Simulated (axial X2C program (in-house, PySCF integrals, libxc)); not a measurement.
**Spin–orbit effects along a row: molecules with S (ions), PBE0**

Calculated with an in-house all-electron X2C program for linear molecules (integrals from PySCF), spin-free (one-electron X2C) or two-component (2c: spin–orbit coupling with atomic mean-field Coulomb and Gaunt terms, which also bring small scalar terms), in Dyall basis sets with cores contracted in-house; open shells are unrestricted.

Basis sets: In dyall-acv3z, Mo dyall-acv3z, S dyall-av3z, Sb dyall-acv3z, Sn dyall-acv3z, Sr dyall-acv3z, Y dyall-acv3z.

| molecule | spin-free state | Re (Å) | ωe (cm⁻¹) | De (eV) | 2c state | Re 2c (Å) | ωe 2c (cm⁻¹) | De 2c (eV) |
| --- | --- | --- | --- | --- | --- | --- | --- | --- |
| SrS⁻ | M_S = 1/2, Λ = 0 | 2.518 | 348.4 | 2.77 | Ω = 1/2 | 2.517 | 348.5 | 2.78 |
| YS⁻ | M_S = 0, Λ = 0 | 2.325 | 453.3 | 4.98 | Ω = 0 | 2.325 | 453.4 | n/a |
| MoS⁻ | M_S = 5/2, Λ = 0 | 2.209 | 439.9 | 3.13 | Ω = 5/2 | 2.209 | 439.6 | 3.12 |
| InS⁻ | M_S = 0, Λ = 0 | 2.320 | 390.4 | 3.76 | Ω = 0 | 2.320 | 390.2 | n/a |
| SnS⁻ | M_S = 1/2, Λ = 1 | 2.303 | 413.8 | 3.78 | Ω = 1/2 | 2.306 | 411.9 | n/a |
| SbS⁻ | M_S = 1, Λ = 0 | 2.305 | 423.3 | 3.38 | Ω = 1 | 2.307 | 421.4 | 3.32 |

Fragments in 2c: Sr + S-, Y + S-, Mo + S-, In + S-, Sn + S-, Sb + S-. Each entry is the lowest single determinant of a limited PBE0 search at one distance. De goes to single-determinant-based atoms at the same level (for ions the charge split of lowest energy) and is withheld (n/a) where an atom does not fit its ground term or J level. Main or longest-lived isotopes. One determinant is a doubtful description, or other states lie close, for MoS⁻, SbS⁻; these need not be ground states, and all values refer to the states named. Some open-shell Ω = 0 determinants are out of reach, so the Ω given for SbS⁻ need not be the lowest component. With several unpaired electrons the Ω given is that of one determinant, not necessarily of the lowest component. Some light 2c atoms are not at their ground J level, so De misses part of their lowering (0.04 eV or less). The functionals have no current term, which raises determinants with orbital currents.
